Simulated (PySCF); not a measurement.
## Static response to an electric field

Species: phenylvinylnitrile, C9H7N.
Structure used (PBE0-D3(BJ)/def2-SVP), in Å, numbered top down from 1:
```
atom  x, y, z in Å
N1     2.6432    0.7740   -2.8348
C2     2.6777    0.6185   -1.6843
C3     2.7690    0.4364   -0.2774
C4     1.7566    0.1315    0.5645
C5     0.3368   -0.0886    0.3122
C6    -0.2585   -0.0447   -0.9622
C7    -1.6226   -0.2651   -1.1088
C8    -2.4218   -0.5335    0.0033
C9    -1.8470   -0.5821    1.2720
C10   -0.4826   -0.3625    1.4220
H11    3.7742    0.5614    0.1349
H12    2.0435    0.0348    1.6166
H13    0.3447    0.1631   -1.8462
H14   -2.0683   -0.2269   -2.1055
H15   -3.4937   -0.7057   -0.1206
H16   -2.4645   -0.7928    2.1481
H17   -0.0326   -0.4017    2.4178
```

Level: CAM-B3LYP/def2-SVPD (PySCF), static field, nuclei fixed, core orbitals frozen in the response. The polarisability tensor in these axes (au):

```
x   151.95  18.82 -18.13
y    18.82  65.81 -11.56
z   -18.13 -11.56 125.34
```

**Question.** Give the principal values, the mean and the anisotropy Δα = √{½[(α1 − α2)² + (α2 − α3)² + (α1 − α3)²]}.

**Answer.** Principal values 60.91, 116.21 and 165.97 au; mean 114.37 au = 16.95 Å³ = 18.86 × 10⁻⁴⁰ C²·m²/J; Δα = 91.02 au (80 % of the mean).

**Question.** What is the dipole moment, and where does it point?

**Answer.** (-1.46, -0.82, 3.95) D, 4.29 D in size, pointing from the negative to the positive side. Measured along this direction, the outermost atoms are N1 at the negative end and H16 at the positive end.

**Question.** What would n − 1 = 2πNα be for an ideal gas of these molecules at 298.15 K and 1 atm, electronic part alone?

**Answer.** N = p/kT = 2.4615 × 10¹⁹ cm⁻³, so n − 1 = 2π × N × 16.95 × 10⁻²⁴ cm³ = 2621 × 10⁻⁶ at long wavelengths, for an ideal gas.

**Question.** Traceless (Buckingham) quadrupole moment about the centre of nuclear charge: eigenvalues?

**Answer.** -14.15, -4.32, 18.47 D·Å. The values depend on the origin, since the dipole doesn't vanish. The electronic extent ⟨r²⟩ about the same centre is 1578 bohr², a root-mean-square distance of 2.55 Å for the 68 electrons.

**Question.** What depolarisation ratio follows for Rayleigh scattering of linearly polarised light, taking the static tensor?

**Answer.** ρ = 3Δα²/(45ᾱ² + 4Δα²) = 24855.8/(588576 + 33141.0) = 0.04.

**Question.** Sum over states: ᾱ = Σ f/ω², ω in Eh. What share falls to these 10 lowest TDDFT singlets (eV, f)? 4.63, 0.4895; 4.85, 0.0115; 6.00, 0.0004; 6.10, 0.1939; 6.35, 0.1435; 6.36, 0.0027; 6.63, 0.0846; 6.97, 0.0005; 7.01, 0.0023; 7.22, 0.3622.

**Answer.** They add up to 30.42 au, 26.6 % of the 114.37 au; the largest single term is 16.89 au, from the state at 4.63 eV. Terms in order: 16.89, 0.36, 0.01, 3.86, 2.64, 0.05, 1.42, 0.01, 0.04, 5.15 au. Higher excitations give the rest. The strengths listed sum to 1.291.

**Question.** Orientational against electronic polarisability at 273 K (dilute gas, rigid molecules)?

**Answer.** In Gaussian units μ²/3kT = 163.01 Å³ against 16.95 Å³, a ratio of 9.62; the Debye molar polarisation (4π/3)N_A(α + μ²/3kT) is 453.9 cm³/mol, leaving out the vibrational part.

Isolated species at its PBE0-D3(BJ)/def2-SVP geometry (one conformer only).
